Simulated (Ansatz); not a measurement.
The cluster ZrO2, relaxed as a triplet with UKS PBE0-D4/def2-TZVP in Ansatz, starting from the PBE0-D4/def2-TZVP geometry of the neutral singlet. Force threshold 0.02 eV/Å.

In the def2 sets Zr takes a core potential; there is no spin–orbit coupling. At PBE0-D4/def2-TZVP a singlet of charge 0 lies 1.91 eV below the triplet, each at its own geometry. The structure comes from a short search, and lower isomers may exist.

Start:

```xyz
3

Zr    0.0223    0.6710    0.1631
O    -1.3869   -0.2059   -0.4267
O     1.3646   -0.4651    0.2637
```

```json
{"step": "1", "energy (eV)": "-5370.5840", "largest force component (eV/Å)": "2.187", "SCF passes": "47"}
{"step": "2", "energy (eV)": "-5370.6946", "largest force component (eV/Å)": "0.500", "SCF passes": "51"}
{"step": "3", "energy (eV)": "-5370.7113", "largest force component (eV/Å)": "0.219", "SCF passes": "49"}
{"step": "4", "energy (eV)": "-5370.7160", "largest force component (eV/Å)": "0.164", "SCF passes": "49"}
{"step": "5", "energy (eV)": "-5370.7172", "largest force component (eV/Å)": "0.005", "SCF passes": "48"}
```

Force components are those of the run's own axes.

End:

```xyz
3

Zr    0.0260    0.7825    0.1902
O    -1.3167   -0.2684   -0.4222
O     1.2907   -0.5141    0.2320
```

By distances, no bond broke or formed. The bond that changes most is Zr1–O3, from 1.76 to 1.81 Å (atoms count from 1).

No frequencies were taken in this run, so the end may be a saddle point.

Hardware: 4 threads of INTEL XEON PLATINUM 8581C on a shared host. Wall time 5.5 s.
